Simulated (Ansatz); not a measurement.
```xyz
3

Cl    0.0000    0.0000   -2.4586
Cd    0.0000    0.0000    0.0000
Cl    0.0000    0.0000    2.4586
```

Basis set: def2-TZVP (spherical functions, with the set's core potentials past Kr). Frozen core: 10 orbitals. Charge 0, multiplicity 1.

Computed with Ansatz (development build ahead of 0.2.0); each method stands on the lowest determinant of its kind that the runs found. Restricted open shells among the atoms or ions are ROHF, correlated in semicanonical orbitals with singles.

Q: Give the atomization energy at this shape (free ground-state atoms in the same class of orbitals less the molecule, no zero-point energy) of singlet CdCl2 by RHF-MP2, RHF.

A:

| method | atomization energy |
| --- | --- |
| RHF-MP2 | 5.42 eV |
| RHF | 4.46 eV |

Caution: the shape is not the minimum.
